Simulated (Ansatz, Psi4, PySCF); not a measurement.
I3Pb (SMILES [I][Pb-]([I])[I]), charge -1, singlet, geometry from GFN2-xTB (such geometries of metal compounds can be far from the true shape) (core potentials on I, Pb). Base run: CAMB3LYP/def2-SVP in PySCF.

The PySCF input:
```python
from pyscf import gto, scf, dft

mol = gto.M(
    atom='''
Pb   -0.008011   -0.009412    0.810548
I     0.428983   -2.525290   -0.443200
I     1.982873    1.637600   -0.379501
I    -2.399462    0.902252   -0.431354
''',
    basis='def2-svp',
    ecp={'I': 'def2-svp', 'Pb': 'def2-svp'},
    charge=-1,
    spin=0,
    verbose=3,
)

mf = dft.RKS(mol)
mf.xc = 'camb3lyp'
mf.kernel()
```

The same geometry, method and basis name were run in Ansatz (a first-principles code) and Psi4 and PySCF, at each program's defaults and at the settings that a row names. The base is PySCF at its defaults. Differences at the defaults can come from grids, fitting, cores and function types together.

```
code and settings                                                                             ΔE vs base (mEh)  basis functions       E (Eh)  SCF cycles
--------------------------------------------------------------------------------------------  ----------------  ---------------  -----------  ----------
PySCF, defaults (exact integrals, its default grid, spherical functions)                                 0.000              104  -1086.21400          11
Psi4, defaults (density fitting with its default set, its default grid, spherical functions)             0.034              104  -1086.21396           9
Ansatz, defaults (factorised integrals, its default grid, spherical functions)                           0.027              104  -1086.21397           -
PySCF, density fitting with def2-universal-jkfit                                                        -0.005              104  -1086.21400          11
PySCF, fine grid                                                                                         0.027              104  -1086.21397          11
Psi4, exact integrals, spherical functions, fine grid                                                    0.027              104  -1086.21397          12
Ansatz, high accuracy                                                                                    0.026              104  -1086.21397           -
```
